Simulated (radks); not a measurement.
The numbers below are computed, except where a source is named.
Ionisation ladder of antimony, from Sb XXIII to Sb XLIV. Each ion is in the ground configuration listed by NIST, and IE = E(next ion) - E(this ion). Level of theory: scalar-relativistic Kohn-Sham, PBEsol, spin-polarised, spherical densities, finite nucleus; open shells are filled with parallel spins first (spin-orbit coupling, left out, can overturn this in heavy ions); Fermi nuclear charge, rms radius 4.6802 fm (a radial shooting solver on a logarithmic mesh with Libxc functionals).

species     configuration  IE, Delta-SCF (eV)  -e(HOMO) (eV)     HOMO  IE, NIST (eV)       kind  error (eV)
Sb XXIII    [Ar] 3d10 4s1              696.48         681.67    4s up          693.3  semi-emp.        +3.2
Sb XXIV         [Ar] 3d10              1218.2         1182.6       3d           1214     theory        +4.2
Sb XXV           [Ar] 3d9              1291.0         1254.8  3d down           1285     theory        +6.0
Sb XXVI          [Ar] 3d8              1365.1         1328.3  3d down           1360     theory        +5.1
Sb XXVII         [Ar] 3d7              1440.4         1403.0  3d down           1441     theory        -0.6
Sb XXVIII        [Ar] 3d6              1516.6         1478.8  3d down           1518     theory        -1.4
Sb XXIX          [Ar] 3d5              1616.7         1577.0    3d up           1606     theory       +10.7
Sb XXX           [Ar] 3d4              1697.7         1657.4    3d up           1698     theory        -0.3
Sb XXXI          [Ar] 3d3              1779.9         1739.1    3d up           1781     theory        -1.1
Sb XXXII         [Ar] 3d2              1863.2         1821.9    3d up           1869     theory        -5.8
Sb XXXIII        [Ar] 3d1              1947.4         1905.7    3d up           1954     theory        -6.6
Sb XXXIV             [Ar]              2211.5         2174.6       3p           2190     theory       +21.5
Sb XXXV      [Ne] 3s2 3p5              2286.5         2249.8  3p down           2266     theory       +20.5
Sb XXXVI     [Ne] 3s2 3p4              2360.5         2324.5  3p down           2349     theory       +11.5
Sb XXXVII    [Ne] 3s2 3p3              2458.9         2420.6    3p up           2428     theory       +30.9
Sb XXXVIII   [Ne] 3s2 3p2              2536.6         2498.5    3p up           2567     theory       -30.4
Sb XXXIX     [Ne] 3s2 3p1              2613.2         2575.8    3p up           2654     theory       -40.8
Sb XL            [Ne] 3s2              2822.2         2788.9       3s           2815     theory        +7.2
Sb XLI           [Ne] 3s1              2905.5         2871.9    3s up         2900.0  semi-emp.        +5.5
Sb XLII              [Ne]              6801.5         6697.2       2p           6714     theory       +87.5
Sb XLIII     [He] 2s2 2p5              7013.4         6909.7  2p down           6929     theory       +84.4
Sb XLIV      [He] 2s2 2p4              7221.8         7120.4  2p down           7167     theory       +54.8

Reference values: NIST Atomic Spectra Database (exp. = measured, semi-emp. = semi-empirical, theory = theoretical value adopted there). The ionisation energy per charge of the ion left behind rises most, in proportion, at Sb XLII ([Ne]), from 70.865 to 161.94 eV. Open shells are spherical and high-spin; term and fine-structure splittings are not resolved. Spin-orbit splitting is averaged out at the scalar-relativistic level.
